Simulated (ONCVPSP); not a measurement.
# Os (Z = 76), ONCV: configuration errors across variants

ONCVPSP 4.0.1 input, shortened (lines: element, Z, core and valence counts, functional; n l f; lmax; l rc ep ncon nbas qcut; lloc lpopt rc5 dvloc0; l nproj debl; icmod fcfact rcfact), PBE, scalar-relativistic:

```
  Os 76.00   10    4        4      upf
    1    0    2.00
    2    0    2.00
    2    1    6.00
    3    0    2.00
    3    1    6.00
    3    2   10.00
    4    0    2.00
    4    1    6.00
    4    2   10.00
    4    3   14.00
    5    0    2.00
    5    1    6.00
    5    2    6.00
    6    0    2.00
    2
    0    1.90    0.00    5   10    8.20
    1    1.85    0.00    5    8    6.50
    2    2.30    0.00    4    8    5.70
    1    5    1.85    0.00
    0    2    2.80
    1    0    2.10
    2    2    2.80
    0    0.00    0.00
```

All-electron excitation energies from the reference (eV): (1) 5s2 5p6 5d6 6s1 9.577; (2) 5s2 5p6 5d6 6s0 26.492; (3) 5s2 5p6 5d5 6s0 55.339; (4) 5s2 5p6 5d5 6s2 6p1 6.104.

1 further variants failed, have other tests or too few solved ones, and are left out.

A true bound ghost makes a file unfit for plane-wave use even where its test errors are small: the radial tests pick states by their node count and pass the ghost by.

Errors AE − PS in meV (a dash: test not solved or not reliable):

```json
{"change": "base", "(1)": "-2.7", "(2)": "-6.5", "(3)": "-7.9", "(4)": "+272", "bound ghosts": "s", "GHOST(+) flags above zero": "none"}
{"change": "d: ncon 3, nbas 7", "(1)": "-2.7", "(2)": "-7.6", "(3)": "-12", "(4)": "+275", "bound ghosts": "s", "GHOST(+) flags above zero": "none"}
{"change": "s: qcut 5.5", "(1)": "-4.0", "(2)": "-14", "(3)": "-14", "(4)": "+272", "bound ghosts": "none", "GHOST(+) flags above zero": "none"}
```

(1) Give the same row for: p: nbas 9.

## Answers

(1) -2.8, -6.7, -7.9, +302; bound ghosts: none; GHOST(+) flags above zero: s.
